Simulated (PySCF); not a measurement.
Cl3Y, charge +1, doublet, geometry from GFN2-xTB (such geometries of metal compounds can be far from the true shape) (the multiplicity is a formal guess) (core potentials on Y); SVWN5/def2-SVP (PySCF).

Input for PySCF:
```python
from pyscf import gto, scf, dft

mol = gto.M(
    atom='''
Y     0.271887    0.698722    0.429923
Cl    1.626806   -0.897967   -0.898043
Cl   -0.883358   -1.297971    1.339505
Cl   -1.367189    0.592988   -1.427755
''',
    basis='def2-svp',
    ecp={'Y': 'def2-svp'},
    charge=1,
    spin=1,
    verbose=4,
)

mf = dft.UKS(mol)
mf.xc = 'lda,vwn'
mf.level_shift = 1.0
mf.max_cycle = 100
mf.kernel()
mf.analyze()
```

**Question.** What does PySCF print? Leave out banner, timings and long lists.

**Answer.** 
```
PySCF version 2.14.0

[INPUT] verbose = 4
[INPUT] num. atoms = 4
[INPUT] num. electrons = 61
[INPUT] charge = 1
[INPUT] spin (= nelec alpha-beta = 2S) = 1
[INPUT] symmetry False subgroup None
[INPUT] Mole.unit = angstrom
[INPUT] Symbol           X                Y                Z      unit          X                Y                Z       unit  Magmom
[...]
nuclear repulsion = 255.20445421514
number of shells = 35
number of NR pGTOs = 165
number of NR cGTOs = 85
basis = def2-svp
ecp = {'Y': 'def2-svp'}

******** <class 'pyscf.dft.uks.UKS'> ********
method = UKS
initial guess = minao
damping factor = 0
level_shift factor = 1.0
DIIS = <class 'pyscf.scf.diis.CDIIS'>
diis_start_cycle = 1
diis_space = 8
diis_damp = 0
SCF conv_tol = 1e-09
SCF conv_tol_grad = None
SCF max_cycles = 100
direct_scf = True
direct_scf_tol = 1e-13
number electrons alpha = 31  beta = 30
XC library pyscf.dft.libxc version 7.1.2
    S. Lehtola, C. Steigemann, M. J. T. Oliveira, and M. A. L. Marques,  SoftwareX 7, 1–5 (2018)
XC functionals = lda,vwn
    P. A. M. Dirac,  Math. Proc. Cambridge Philos. Soc. 26, 376 (1930)
    F. Bloch,  Z. Phys. 57, 545 (1929)
    S. H. Vosko, L. Wilk, and M. Nusair,  Can. J. Phys. 58, 1200 (1980)
radial grids:
    Treutler-Ahlrichs [JCP 102, 346 (1995); DOI:10.1063/1.469408] (M4) radial grids

becke partition: Becke, JCP 88, 2547 (1988); DOI:10.1063/1.454033
pruning grids: <function nwchem_prune>
grids dens level: 3
symmetrized grids: False
atomic radii adjust function: <function treutler_atomic_radii_adjust>
small_rho_cutoff = 0
Set gradient conv threshold to 3.16228e-05
tot grids = 78520
init E= -1408.94750747627

cycle= 1 E= -1413.60690620608  delta_E= -4.66  |g|= 0.469  |ddm|= 2.84
cycle= 2 E= -1413.7226102649  delta_E= -0.116  |g|= 0.191  |ddm|= 0.411
cycle= 3 E= -1413.76435008505  delta_E= -0.0417  |g|= 0.128  |ddm|= 0.22
cycle= 4 E= -1413.78340927178  delta_E= -0.0191  |g|= 0.0946  |ddm|= 0.147
cycle= 5 E= -1413.7943887905  delta_E= -0.011  |g|= 0.0692  |ddm|= 0.101
cycle= 6 E= -1413.79990685037  delta_E= -0.00552  |g|= 0.0568  |ddm|= 0.0859
cycle= 7 E= -1413.80331913055  delta_E= -0.00341  |g|= 0.0468  |ddm|= 0.0611
cycle= 8 E= -1413.80540462723  delta_E= -0.00209  |g|= 0.0397  |ddm|= 0.0477
cycle= 9 E= -1413.80679028532  delta_E= -0.00139  |g|= 0.0332  |ddm|= 0.0368
cycle= 10 E= -1413.80771738119  delta_E= -0.000927  |g|= 0.0271  |ddm|= 0.0293
cycle= 11 E= -1413.80832287297  delta_E= -0.000605  |g|= 0.0222  |ddm|= 0.0235
cycle= 12 E= -1413.80869910474  delta_E= -0.000376  |g|= 0.0188  |ddm|= 0.0192
cycle= 13 E= -1413.80895258384  delta_E= -0.000253  |g|= 0.0158  |ddm|= 0.0154
cycle= 14 E= -1413.80912707924  delta_E= -0.000174  |g|= 0.013  |ddm|= 0.0124
cycle= 15 E= -1413.80924394881  delta_E= -0.000117  |g|= 0.0108  |ddm|= 0.01
cycle= 16 E= -1413.80932126739  delta_E= -7.73e-05  |g|= 0.0089  |ddm|= 0.00815
cycle= 17 E= -1413.80937314109  delta_E= -5.19e-05  |g|= 0.00736  |ddm|= 0.00662
cycle= 18 E= -1413.80940795496  delta_E= -3.48e-05  |g|= 0.00609  |ddm|= 0.00537
cycle= 19 E= -1413.8094312697  delta_E= -2.33e-05  |g|= 0.00504  |ddm|= 0.00437
cycle= 20 E= -1413.80944703387  delta_E= -1.58e-05  |g|= 0.00415  |ddm|= 0.00355
cycle= 21 E= -1413.80945759761  delta_E= -1.06e-05  |g|= 0.00343  |ddm|= 0.00289
cycle= 22 E= -1413.80946473534  delta_E= -7.14e-06  |g|= 0.00283  |ddm|= 0.00236
cycle= 23 E= -1413.80946951587  delta_E= -4.78e-06  |g|= 0.00234  |ddm|= 0.00192
cycle= 24 E= -1413.80947275162  delta_E= -3.24e-06  |g|= 0.00193  |ddm|= 0.00157
cycle= 25 E= -1413.80947494156  delta_E= -2.19e-06  |g|= 0.00159  |ddm|= 0.00128
cycle= 26 E= -1413.80947642162  delta_E= -1.48e-06  |g|= 0.00131  |ddm|= 0.00104
cycle= 27 E= -1413.80947742014  delta_E= -9.99e-07  |g|= 0.00108  |ddm|= 0.000853
cycle= 28 E= -1413.80947809637  delta_E= -6.76e-07  |g|= 0.000895  |ddm|= 0.000698
cycle= 29 E= -1413.80947855254  delta_E= -4.56e-07  |g|= 0.00074  |ddm|= 0.00057
cycle= 30 E= -1413.80947886253  delta_E= -3.1e-07  |g|= 0.000612  |ddm|= 0.000467
cycle= 31 E= -1413.80947907356  delta_E= -2.11e-07  |g|= 0.000505  |ddm|= 0.000382
cycle= 32 E= -1413.80947921708  delta_E= -1.44e-07  |g|= 0.000417  |ddm|= 0.000313
cycle= 33 E= -1413.80947931455  delta_E= -9.75e-08  |g|= 0.000344  |ddm|= 0.000257
cycle= 34 E= -1413.80947938073  delta_E= -6.62e-08  |g|= 0.000285  |ddm|= 0.000211
cycle= 35 E= -1413.80947942599  delta_E= -4.53e-08  |g|= 0.000235  |ddm|= 0.000173
cycle= 36 E= -1413.80947945644  delta_E= -3.04e-08  |g|= 0.000194  |ddm|= 0.000142
cycle= 37 E= -1413.80947947722  delta_E= -2.08e-08  |g|= 0.000161  |ddm|= 0.000117
cycle= 38 E= -1413.80947949163  delta_E= -1.44e-08  |g|= 0.000133  |ddm|= 9.58e-05
cycle= 39 E= -1413.80947950139  delta_E= -9.76e-09  |g|= 0.000109  |ddm|= 7.88e-05
cycle= 40 E= -1413.80947950804  delta_E= -6.66e-09  |g|= 9.05e-05  |ddm|= 6.48e-05
cycle= 41 E= -1413.80947951258  delta_E= -4.54e-09  |g|= 7.48e-05  |ddm|= 5.34e-05
cycle= 42 E= -1413.80947951566  delta_E= -3.08e-09  |g|= 6.2e-05  |ddm|= 4.4e-05
cycle= 43 E= -1413.80947951777  delta_E= -2.11e-09  |g|= 5.15e-05  |ddm|= 3.62e-05
cycle= 44 E= -1413.80947951923  delta_E= -1.46e-09  |g|= 4.27e-05  |ddm|= 2.99e-05
cycle= 45 E= -1413.80947952024  delta_E= -1.01e-09  |g|= 3.53e-05  |ddm|= 2.46e-05
cycle= 46 E= -1413.80947952092  delta_E= -6.84e-10  |g|= 2.93e-05  |ddm|= 2.03e-05

Extra cycle  E= -1413.80947950726  delta_E= 1.37e-08  |g|= 0.000123  |ddm|= 0.000583
SCF not converged.
SCF energy = -1413.80947950726 after 100 cycles  <S^2> = 0.7522295  2S+1 = 2.0022283
**** SCF Summaries ****
Total Energy =                       -1413.809479507260448
Nuclear Repulsion Energy =             255.204454215140004
One-electron Energy =                -2466.555181370463288
Two-electron Energy =                  797.541247648062722
Two-electron Coulomb Energy =          882.467855002702549
DFT Exchange-Correlation Energy =      -84.926607354639799
**** MO energy ****
                             alpha | beta                alpha | beta
[...]
spin_pop of  0 Y 4s       -0.00002
spin_pop of  0 Y 5s       -0.00502
spin_pop of  0 Y 6s       -0.00076
spin_pop of  0 Y 7s       -0.00001
spin_pop of  0 Y 8s        0.00001
spin_pop of  0 Y 4px      -0.00003
spin_pop of  0 Y 4py      -0.00008
spin_pop of  0 Y 4pz       0.00011
spin_pop of  0 Y 5px      -0.00026
spin_pop of  0 Y 5py      -0.00002
spin_pop of  0 Y 5pz       0.00001
spin_pop of  0 Y 6px      -0.00035
spin_pop of  0 Y 6py      -0.00115
spin_pop of  0 Y 6pz      -0.00047
spin_pop of  0 Y 4dxy     -0.00510
spin_pop of  0 Y 4dyz     -0.00661
spin_pop of  0 Y 4dz^2    -0.00708
spin_pop of  0 Y 4dxz     -0.00587
spin_pop of  0 Y 4dx2-y2   -0.00953
spin_pop of  0 Y 5dxy     -0.00115
spin_pop of  0 Y 5dyz     -0.00254
spin_pop of  0 Y 5dz^2    -0.00141
spin_pop of  0 Y 5dxz     -0.00220
spin_pop of  0 Y 5dx2-y2   -0.00024
spin_pop of  0 Y 4f-3      0.00011
spin_pop of  0 Y 4f-2     -0.00005
spin_pop of  0 Y 4f-1      0.00009
spin_pop of  0 Y 4f+0     -0.00000
spin_pop of  0 Y 4f+1      0.00012
spin_pop of  0 Y 4f+2      0.00019
spin_pop of  0 Y 4f+3     -0.00011
spin_pop of  1 Cl 1s       -0.00000
spin_pop of  1 Cl 2s       -0.00000
spin_pop of  1 Cl 3s        0.00049
spin_pop of  1 Cl 4s       -0.00016
spin_pop of  1 Cl 2px      -0.00000
spin_pop of  1 Cl 2py       0.00001
spin_pop of  1 Cl 2pz       0.00002
spin_pop of  1 Cl 3px       0.01063
spin_pop of  1 Cl 3py       0.10916
spin_pop of  1 Cl 3pz       0.22951
spin_pop of  1 Cl 4px      -0.00003
spin_pop of  1 Cl 4py       0.00001
spin_pop of  1 Cl 4pz       0.00012
spin_pop of  1 Cl 3dxy     -0.00002
spin_pop of  1 Cl 3dyz      0.00001
spin_pop of  1 Cl 3dz^2     0.00004
spin_pop of  1 Cl 3dxz     -0.00002
spin_pop of  1 Cl 3dx2-y2    0.00000
spin_pop of  2 Cl 1s       -0.00000
spin_pop of  2 Cl 2s       -0.00000
spin_pop of  2 Cl 3s        0.00058
spin_pop of  2 Cl 4s       -0.00012
spin_pop of  2 Cl 2px       0.00002
spin_pop of  2 Cl 2py       0.00000
spin_pop of  2 Cl 2pz      -0.00000
spin_pop of  2 Cl 3px       0.26769
spin_pop of  2 Cl 3py       0.07011
spin_pop of  2 Cl 3pz       0.01177
spin_pop of  2 Cl 4px       0.00012
spin_pop of  2 Cl 4py       0.00006
spin_pop of  2 Cl 4pz      -0.00002
spin_pop of  2 Cl 3dxy      0.00001
spin_pop of  2 Cl 3dyz     -0.00002
spin_pop of  2 Cl 3dz^2     0.00002
spin_pop of  2 Cl 3dxz     -0.00001
spin_pop of  2 Cl 3dx2-y2    0.00002
spin_pop of  3 Cl 1s       -0.00000
spin_pop of  3 Cl 2s       -0.00000
spin_pop of  3 Cl 3s        0.00044
spin_pop of  3 Cl 4s       -0.00014
spin_pop of  3 Cl 2px       0.00001
spin_pop of  3 Cl 2py      -0.00000
spin_pop of  3 Cl 2pz       0.00001
spin_pop of  3 Cl 3px       0.18935
spin_pop of  3 Cl 3py       0.00795
spin_pop of  3 Cl 3pz       0.15169
spin_pop of  3 Cl 4px      -0.00000
spin_pop of  3 Cl 4py       0.00000
spin_pop of  3 Cl 4pz       0.00008
spin_pop of  3 Cl 3dxy      0.00001
spin_pop of  3 Cl 3dyz     -0.00000
spin_pop of  3 Cl 3dz^2     0.00000
spin_pop of  3 Cl 3dxz     -0.00002
spin_pop of  3 Cl 3dx2-y2    0.00002
In total            31.00000 | 30.00000

WARN: System has nonzero charge 1; the dipole moment is origin-dependent.
Location of origin: [0. 0. 0.]

Dipole moment(X, Y, Z, Debye):  2.23573,  5.74323,  3.53690
```

Convergence was not reached.
